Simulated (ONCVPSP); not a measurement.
**Hf (Z = 72), ONCV: configuration errors across variants**

- Element: hafnium (Hf)
- Generator: ONCVPSP 4.0.1
- Type: optimised norm-conserving Vanderbilt (ONCV)
- Functional: PBEsol
- Relativity: scalar-relativistic
- Frozen core: [Kr] 4d10 4f14
- Valence charge: 12
- Reference configuration: 5s2 5p6 5d2 6s1 6p1
- Partial waves: 5s+6s: rc 2.10 bohr, ncon 4, nbas 7, qcut 6.6 1/bohr, 2 projectors; 5p+6p: rc 1.80 bohr, ncon 4, nbas 7, qcut 9.6 1/bohr, 2 projectors; 5d: rc 2.15 bohr, ncon 4, nbas 8, qcut 4.1 1/bohr, 1 projector
- Local potential: polynomial inside 1.55 bohr (lpopt 5, dvloc0 1 Ha)
- Core correction: Teter function, fcfact 1.5, rcfact 1.35

All-electron excitation energies from the reference (eV): (1) 5s2 5p6 5d2 6s2 6p0 -3.863; (2) 5s2 5p6 5d2 6s1 6p0 4.146; (3) 5s2 5p6 5d2 6s0 6p0 18.309; (4) 5s2 5p6 5d1 6s2 6p1 -1.855.

Errors AE − PS in meV (a dash: test not solved or not reliable):

```csv
change,(1),(2),(3),(4),bound ghosts,GHOST(+) flags above zero
base,+1.3,-1.5,+0.8,+3.3,none,none
s: qcut 4.9; p: qcut 7.1; d: qcut 3,+1.1,-1.4,-0.2,+8.1,none,d
p: rc 2.7,+1.6,-1.6,+0.7,+3.3,none,none
```

(1) Give the same row for: core correction Teter function, fcfact 2.75, rcfact 1.1.

## Answers

(1) +1.4, -1.5, +1.1, +4.4; bound ghosts: none; GHOST(+) flags above zero: none.
